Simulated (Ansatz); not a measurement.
Ansatz (an electronic-structure program) input (CCSD(T)/aug-cc-pVDZ):

Ansatz 0.2 input:
```yaml
crystal:
  periodic: [false, false, false]
  atoms:
    - {symbol: N, position_ang: [0.91672161, -1.71197454, -0.68348842]}
    - {symbol: B, position_ang: [-0.04285249, -0.81292502, -0.31206349]}
    - {symbol: N, position_ang: [-1.54763307, -1.24313539, -0.43850159]}
    - {symbol: Br, position_ang: [0.22085049, 0.93842640, 0.35576442]}
    - {symbol: H, position_ang: [1.89903823, -1.48242595, -0.62071026]}
    - {symbol: H, position_ang: [0.75442753, -2.64321023, -1.03801199]}
    - {symbol: H, position_ang: [-2.01141119, -1.18362424, 0.47312747]}
    - {symbol: H, position_ang: [-2.05125961, -0.59584474, -1.05256543]}
    - {symbol: H, position_ang: [-1.68991929, -2.18942415, -0.79934698]}
basis:
  gaussian:
    orbitals: aug-cc-pVDZ
total_charge: 1
magnetization: {spin_polarized: false}
correlation: {method: ccsd_t, electrons: outside_noble_gas}
output: {forces: true}
```

End of the output:

```
cycle  10  -16.39558365 eV  change    5.0e-6 eV  update   6.4e-6
perturbative correction -0.51880950 eV, -0.0190658974 hartree
the calculation of the forces begins
1.14 GiB of device memory are held for the factors and their scratch space
Total energy: -73726.92344845 eV, -2709.4144628270 hartree
Atom 0 at     0.916722    -1.711975    -0.683488 Å, force     0.336126    -0.305577    -0.126504 eV/Å
Atom 1 at    -0.042852    -0.812925    -0.312063 Å, force    -0.354213     0.349684     0.143969 eV/Å
Atom 2 at    -1.547633    -1.243135    -0.438502 Å, force     0.060679    -0.017985    -0.008513 eV/Å
Atom 3 at     0.220850     0.938426     0.355764 Å, force     0.035891     0.265403     0.101310 eV/Å
Atom 4 at     1.899038    -1.482426    -0.620710 Å, force     0.321712     0.100046     0.030141 eV/Å
Atom 5 at     0.754428    -2.643210    -1.038012 Å, force    -0.101758    -0.325754    -0.122840 eV/Å
Atom 6 at    -2.011411    -1.183624     0.473127 Å, force    -0.122206     0.014509     0.234474 eV/Å
Atom 7 at    -2.051260    -0.595845    -1.052565 Å, force    -0.132466     0.165843    -0.158341 eV/Å
Atom 8 at    -1.689919    -2.189424    -0.799347 Å, force    -0.043766    -0.246170    -0.093695 eV/Å
Dipole moment:    -0.868942    -1.448385    -0.535301 e Å
```

It need not be the lowest isomer of its formula.
